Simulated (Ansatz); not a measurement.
`[NH2][V](=[O])([F])[Cl]` + CH₄ → `[CH3][V](=[O])([F])[Cl]` + NH₃ at 400 K and 1 bar (formal exchange of groups at a V–N bond).

Calculated with Ansatz (gas phase, PBE0-D4/def2-TZVP geometries, no zero-point term in ΔE). CBS: MP2 limit from def2 TZ/QZ plus the TZ coupled-cluster correction, frozen cores. This one scheme is used for every species. For V outer-core shells are correlated without core-valence functions, which leaves a few kJ/mol of doubt a bond. Scalar relativity is left out up to krypton. Each species was taken in one conformer, which may not be the lowest.

```tsv
species	CCSD(T)/CBS energy (Eh)	H − E (kJ/mol)	S (J/(mol·K))
`[NH2][V](=[O])([F])[Cl]`	-1634.26730	118.0	369.4
CH₄	-40.46206	131.3	197.2
`[CH3][V](=[O])([F])[Cl]`	-1618.18468	144.6	382.4
NH₃	-56.50880	104.2	203.1
```

H − E and S are ideal-gas, rigid-rotor, harmonic terms from PBE0-D4/def2-TZVP, for one conformer and one mirror image of each species. 1 Eh = 2625.50 kJ/mol, R = 8.31446 J/(mol·K).

By hand: ΔE, ΔH, ΔS and ΔG.

ΔE = (-1618.18468) + (-56.50880) − (-1634.26730) − (-40.46206) = 0.03588 Eh = 94.2 kJ/mol. Δ(H − E) = 144.6 + 104.2 − 118.0 − 131.3 = -0.5, so ΔH = 93.7 kJ/mol. ΔS = 382.4 + 203.1 − 369.4 − 197.2 = 18.9 J/(mol·K). ΔG = 93.7 − 400 × (18.9)/1000 = 86.1 kJ/mol.

By hand: the equilibrium constant, and the temperature at which ΔG would vanish if ΔH and ΔS stayed fixed.

log₁₀ K = −ΔG/(RT ln 10) = -11.2. ΔG = 0 at ΔH/ΔS = 4958 K, far beyond where these terms or the molecules hold.

ΔH outweighs TΔS. A doubt of 5 kJ/mol in ΔE shifts log₁₀ K by 0.7 here. Other conformers and mirror images would add mixing entropy, several J/(mol·K) or more a flexible species. These are equilibria of isolated gas molecules and say nothing of rates. Largest T1 diagnostic: 0.032 (customary marks: 0.02 for closed shells, 0.045 for open ones).
